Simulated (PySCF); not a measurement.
# One molecule, several mistakes: B2H7Si2 cation

Calculated results; nothing here was measured. The program is PySCF 2.14.0, an open-source quantum chemistry code, run on an isolated molecule that a program drew, which may never have been made. The molecule is B2H7Si2 cation (charge +1, singlet), drawn as the SMILES string `[SiH2+]BB[SiH3]`.

Each row is a Hartree-Fock (HF) and frozen-core CCSD(T) single point in the cc-pV(D+d)Z basis, meant for a local HF minimum. Run 1 is clean. Each other run has one planted mistake out of seven kinds, and not every kind appears here: one electron removed, one electron added, multiplicity raised by two, geometry at a saddle point, minimal basis STO-3G, one bond length entered in bohr, all coordinates scaled. The reference is restricted for singlets and unrestricted otherwise, and also for a bond in bohr. Adding or removing an electron swaps singlet and doublet. Electrons count all cores. HOMO and LUMO are orbital energies over both spins, the gradient is its largest component, and the lowest frequency (negative if imaginary) is given only where the gradient is small. Bond lengths are over the 10 bonds as drawn. T1 is the CCSD diagnostic: over 0.02 (restricted) or 0.045 (unrestricted) a single reference is doubtful.

Geometry of the clean run:
```xyz
11
B2H7Si2 cation, angstrom
Si   -1.4844   -1.7395    1.0679
B    -1.2814   -0.4459   -0.4508
B    -0.4628   -0.7099   -1.8749
Si    1.5317   -0.2314   -2.1012
H    -2.6627   -2.6031    1.2068
H    -0.4867   -1.9028    2.1317
H    -1.7966    0.6156   -0.2293
H    -1.0387   -1.1673   -2.8207
H     1.6248    0.7423   -3.2065
H     2.0991    0.3361   -0.8580
H     2.2188   -1.5003   -2.4284
```

```
run,electrons,basis functions,<S^2>,HOMO (eV),LUMO (eV),gradient (hartree/bohr),lowest frequency (cm^-1),mean bond (Å),longest bond (Å),T1,HF (hartree),CCSD(T) (hartree),mistake
1,44,109,0.000,-14.90,-5.61,3.2e-05,42,1.5501,2.064,0.0205,-630.96722,-631.38831,no fault
2,44,35,0.000,-13.14,-2.51,2.6e-02,-,1.5501,2.064,0.0145,-623.77194,-623.97374,minimal basis STO-3G
3,43,109,0.770,-21.89,-12.11,9.1e-02,-,1.5501,2.064,0.0214,-630.47318,-630.86333,one electron removed
4,44,109,0.935,-11.85,-5.61,2.5e-02,-,1.7337,3.900,0.0404,-630.87193,-631.27316,?
```

**Which mistake was planted in run 4, and what did it cost?**

The mean bond changes by a factor of 1.118 and the longest by 1.890, so the molecule wasn't scaled as a whole. A length L in bohr read as angstrom grows by (1/0.5292 - 1) L = 0.890 L. The 10 bonds together grew by 10 x 0.1836 = 1.836 Å, which gives L = 2.064 Å. That is bond B3-Si4, 2.064 Å in the clean geometry. So the mistake is: one bond length entered in bohr. Subtracting run 1 and multiplying by 627.51 kcal/mol a hartree, the energy moved by 59.8 kcal/mol in HF and 72.3 kcal/mol in CCSD(T).

Cautions from the logs. Run 1: T1 is over the limit, so its CCSD(T) energy is less reliable.
